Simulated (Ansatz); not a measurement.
One change: `Cl[SiH2][S][GeH2][Cl]` becomes `FCS[SiH2]Cl`.

Ansatz, PBE0-D4/def2-TZVP geometries, multiplicity 1. Each molecule was computed in one conformer, which needn't be the lowest.

Scalar relativity is left out up to krypton.

```csv
property,`Cl[SiH2][S][GeH2][Cl]`
HOMO–LUMO gap (B3LYP/def2-TZVPP) / eV,6.66
HOMO energy (PBE0/def2-TZVPP) / eV,-8.00
size of the dipole moment (B3LYP/def2-TZVPP) / D,1.04
HOMO energy (ωB97M-V/def2-TZVPP) / eV,-10.15
HOMO–LUMO gap (PBE0/def2-TZVPP) / eV,7.21
HOMO energy (PBE/def2-TZVPP) / eV,-6.78
```

(1) What does the change do to each property? (An estimate is asked.)

Answers

(1) Ansatz gave: 
```csv
property,`FCS[SiH2]Cl`,shift
HOMO–LUMO gap (B3LYP/def2-TZVPP) / eV,7.01,0.35
HOMO energy (PBE0/def2-TZVPP) / eV,-7.86,0.14
size of the dipole moment (B3LYP/def2-TZVPP) / D,0.63,-0.41
HOMO energy (ωB97M-V/def2-TZVPP) / eV,-10.05,0.10
HOMO–LUMO gap (PBE0/def2-TZVPP) / eV,7.47,0.26
HOMO energy (PBE/def2-TZVPP) / eV,-6.62,0.16
```

With PBE0 the HOMO rises by 0.14 eV and the LUMO rises by 0.39 eV, so the gap widens by about 0.25 eV. PBE moves the HOMO by 0.16 eV and ωB97M-V by 0.10 eV. Dipoles are sizes alone; their direction can turn.

B3LYP here is the variant with VWN-RPA as its local correlation; programs differ in this.
